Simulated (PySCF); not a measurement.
A structure optimised at PBE-D3(BJ)/def2-SVP, used in a PySCF frequency run:

```
O
C 1 1.4071
H 2 1.1124 1 110.17
H 2 1.1124 3 107.51 1 -120.07
H 2 1.1142 3 107.84 4 -116.04
Al 1 1.6937 2 135.43 3 120.78
F 6 1.6658 1 117.99 2 180.00
Br 6 2.2480 7 119.73 1 180.00
```

Write its SMILES, formula and point group.

C[O][Al]([F])[Br], CH₃AlBrFO, Cs

What are its rotational constants (standard atomic weights)?

3.0327, 1.5042, 1.0120 GHz
